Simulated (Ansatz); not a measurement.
`[OH][Ga]([OH])[SH]` from Hartree–Fock to CCSD(T)

Cartesian coordinates in Å:
```
O 0.697 1.532 -0.598
Ga 0.010 0.143 0.264
O -0.192 0.394 2.007
S -0.564 -1.754 -0.687
H 0.811 1.396 -1.541
H -0.568 -0.357 2.469
H -0.194 -1.355 -1.915
```

Charge 0, multiplicity 1. Correlated methods include outer-core shells of Ga, which these sets cover unevenly. Scalar relativity is left out up to krypton. All single points use the PBE0-D4/def2-TZVP geometry. It is one conformer, not always the lowest. Frozen core, restricted reference, Ansatz.

| basis | HF (Eh) | MP2 corr. | CCSD corr. | (T) | CCSD(T) total |
| --- | --- | --- | --- | --- | --- |
| def2-SVP | ? | -0.72095 | ? | ? | ? |
| def2-TZVPP | -2472.44133 | ? | -0.89938 | -0.03646 | ? |
| def2-QZVPP | -2472.50059 | -1.19010 | – | – | – |

Fill in the withheld values. (Estimate.)

Computed: def2-SVP HF (Eh): -2471.85581; def2-SVP CCSD corr.: -0.73383; def2-SVP (T): -0.01974; def2-SVP CCSD(T) total: -2472.60938; def2-TZVPP MP2 corr.: -0.88732; def2-TZVPP CCSD(T) total: -2473.37717.
